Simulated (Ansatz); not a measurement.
`FCCOCF` + `CC(O)F` → `CC(F)OCCF` + `OCF`  (substitution at a C–O bond)

Computed with Ansatz on PBE0-D4/def2-TZVP structures; ΔE is electronic, products minus reactants. CBS: MP2 limit from def2 TZ/QZ plus the TZ coupled-cluster correction, frozen cores. Functionals use def2-TZVPP. One conformer a species, not always the lowest.

| level | ΔE (kcal/mol) | difference from CCSD(T)/CBS |
| --- | --- | --- |
| ωB97X-V | 0.8 | 0.1 |
| B2PLYP | 1.0 | 0.3 |
| r2SCAN | 1.4 | 0.7 |
| PBE0 | 1.4 | 0.7 |
| SCS-MP2/def2-TZVPP | 0.7 | 0.0 |
| CCSD(T)/def2-TZVPP | 0.6 | -0.1 |
| HF/def2-QZVPP | 1.3 | 0.6 |
| HF/CBS(def2) | 1.3 | 0.6 |
| MP2/CBS(def2) | 0.9 | 0.2 |
| CCSD/CBS(def2) | 0.8 | 0.1 |
| CCSD(T)/CBS | 0.7 | 0 |

Largest T1 diagnostic among the species: 0.011.
